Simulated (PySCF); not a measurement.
B(H) cation (BH), SMILES [BH] (connectivity only; charge and spin as stated), charge +1, multiplicity 2. Atoms are numbered in the order given.

```xyz
2

B      0.0000     0.0000    -0.2007
H      0.0000     0.0000     1.0037
```
Charge +1, spin multiplicity 2.

Coordinates come from a B3LYP-D3(BJ)/def2-TZVPD optimisation. The spin state was assumed, not searched.

These are PBE/pcH-1 in PySCF values and carry that method's errors.

Unrestricted Kohn–Sham, ⟨S²⟩ = 0.751. Hyperfine tensors hold the contact and dipolar terms, without spin-orbit corrections.

Computed hyperfine couplings:
```json
[
 {"nucleus": "11B no. 1", "A(iso) (MHz)": "934.2", "A(iso) (G)": "333.4", "dipolar principal values (MHz)": "-44.4, -44.4, 88.7"},
 {"nucleus": "1H no. 2", "A(iso) (MHz)": "366.9", "A(iso) (G)": "130.9", "dipolar principal values (MHz)": "-13.0, -13.0, 26.1"}
]
```
